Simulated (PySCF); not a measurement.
A ladder of Hamiltonians for Er⁶²⁺ (erbium, charge +62)

Occupied: 1s1/2, 2s1/2, 2p1/2. Hartree-Fock calculated with PySCF 2.14 in an uncontracted even-tempered set (19 s from 15 bohr⁻², ratio 2.3; 15 p from 17 bohr⁻², ratio 2.3), Gaussian nucleus throughout. NR is non-relativistic, sf-X2C the spin-free one-electron X2C Hamiltonian, X2C adds the bare one-electron spin-orbit term, X2C-SNSO screens it by Boettger's factors, DC is four-component Dirac-Coulomb, and the Gaunt and Breit terms are added at first order (total energies over the DC spinors, levels after relaxing the spinors in that mean field). QED terms are absent. Levels marked empty are virtual spinors of this ion.

```tsv
Hamiltonian	E (hartree)	E − E(DC) (hartree)	CPU seconds
X2C	-7216.2835	1.5238	0.46
X2C-SNSO	-7214.4716	3.3357	0.45
DC	-7217.8073	0.0000	20
DC+Gaunt	-7209.9260	7.8814	41
DC+Breit	-7210.3313	7.4760	120
```

| level (eV) | X2C | X2C-SNSO | DC | DC+Gaunt | DC+Breit |
| --- | --- | --- | --- | --- | --- |
| 1s1/2 | -64240.3 | -64242.2 | -64292.2 | -64134.0 | -64139.2 |
| 2s1/2 | -15404.9 | -15405.5 | -15412.3 | -15396.0 | -15397.4 |
| 2p1/2 | -15193.7 | -15169.4 | -15176.2 | -15142.4 | -15146.3 |
| 2p3/2 (empty) | -13855.7 | -13864.5 | -13865.7 | -13849.6 | -13853.3 |
| 3s1/2 (empty) | -6445.5 | -6445.6 | -6447.3 | -6442.7 | -6443.4 |

Weight of the small component: 1s1/2 0.0650, 2s1/2 0.0155, 2p1/2 0.0155, 2p3/2 0.0142, 3s1/2 0.00640.

Koopmans' value for the highest occupied level at DC+Breit: 15146.3 eV, against an ionisation energy of 15146 ± 15 eV (theoretical estimate listed by NIST; NIST Atomic Spectra Database, ionization energies); the former lacks relaxation, correlation, QED and recoil.

The whole ladder took 180 s of wall time on 1 thread of Neoverse-N1 (shared host), launched as `OMP_NUM_THREADS=1 python relrun2.py TASK.json OUT` (a driver that calls PySCF for each Hamiltonian).

Dirac-Coulomb iterations, started from the X2C spinors:

```
with_ssss True, with_gaunt False, with_breit False
light speed = 137.03599967994
init E= -7162.24863632061
cycle= 1 E= -7217.80684485695  delta_E= -55.6  |g|= 2.34  |ddm|= 0.102
cycle= 2 E= -7217.80732012668  delta_E= -0.000475  |g|= 0.00835  |ddm|= 0.0016
cycle= 3 E= -7217.80732015466  delta_E= -2.8e-08  |g|= 7.72e-05  |ddm|= 2.55e-05
```
